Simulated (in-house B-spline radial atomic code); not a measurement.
Ionisation energies along the 15-electron series, configuration [Ne] 3s2 3p3, as differences of self-consistent energies. NIST's values go from ground level to ground level; the uncertainty of those that are theory runs from under 0.1 % in few-electron ions to several per cent in heavy many-electron ones. Computed with a B-spline radial code for spherical atoms: non-relativistic Hartree-Fock, average of the configuration, point nuclei.

This level leaves out relativity, spin-orbit splitting included, which matters for heavy ions.

```
  ion  configuration after  ionisation energy (eV)  IE/(q+1)² (eV)  -ε less Coulomb ΔSCF (eV)  tabulated value (eV)    tabulated kind  computed minus tabulated (eV)
Nd45+         [Ne] 3s2 3p2                  3629.2          1.7151                    0.61122                  3662  tabulated theory                            -33
Pm46+         [Ne] 3s2 3p2                  3779.4          1.7109                    0.61174                  3816  tabulated theory                            -37
Sm47+         [Ne] 3s2 3p2                  3932.7          1.7069                    0.61225                  3971  tabulated theory                            -38
Eu48+         [Ne] 3s2 3p2                  4088.9           1.703                    0.61275                  4131  tabulated theory                            -42
Gd49+         [Ne] 3s2 3p2                  4248.2          1.6993                    0.61322                  4294  tabulated theory                            -46
Tb50+         [Ne] 3s2 3p2                  4410.5          1.6957                    0.61369                  4460  tabulated theory                            -49
Dy51+         [Ne] 3s2 3p2                       ?               ?                          ?                     ?  tabulated theory                              ?
Ho52+         [Ne] 3s2 3p2                  4744.2          1.6889                    0.61459                  4802  tabulated theory                            -58
Er53+         [Ne] 3s2 3p2                  4915.6          1.6857                    0.61501                  4978  tabulated theory                            -62
Tm54+         [Ne] 3s2 3p2                  5090.0          1.6826                    0.61543                  5157  tabulated theory                            -67
Yb55+         [Ne] 3s2 3p2                  5267.4          1.6797                    0.61584                  5339  tabulated theory                            -72
Lu56+         [Ne] 3s2 3p2                  5447.8          1.6768                    0.61623                  5525  tabulated theory                            -77
Hf57+         [Ne] 3s2 3p2                  5631.3           1.674                    0.61662                  5713  tabulated theory                            -82
Ta58+         [Ne] 3s2 3p2                  5817.8          1.6713                      0.617                  5907  tabulated theory                            -89
 W59+         [Ne] 3s2 3p2                       ?               ?                          ?                     ?    semi-empirical                              ?
Re60+         [Ne] 3s2 3p2                       ?               ?                          ?                     ?  tabulated theory                              ?
Os61+         [Ne] 3s2 3p2                  6395.5          1.6638                    0.61807                  6503  tabulated theory                           -108
Ir62+         [Ne] 3s2 3p2                  6594.1          1.6614                    0.61841                  6708  tabulated theory                           -114
Pt63+         [Ne] 3s2 3p2                  6795.7          1.6591                    0.61874                  6918  tabulated theory                           -122
```

Fill in the row of Dy51+.

ionisation energy (eV): 4575.8; IE/(q+1)² (eV): 1.6922; -ε less Coulomb ΔSCF (eV): 0.61414; tabulated value (eV): 4629; computed minus tabulated (eV): -53.

Fill in the row of W59+.

ionisation energy (eV): 6007.3; IE/(q+1)² (eV): 1.6687; -ε less Coulomb ΔSCF (eV): 0.61736; tabulated value (eV): 6093; computed minus tabulated (eV): -86.

Fill in the row of Re60+.

ionisation energy (eV): 6199.9; IE/(q+1)² (eV): 1.6662; -ε less Coulomb ΔSCF (eV): 0.61772; tabulated value (eV): 6300; computed minus tabulated (eV): -100.
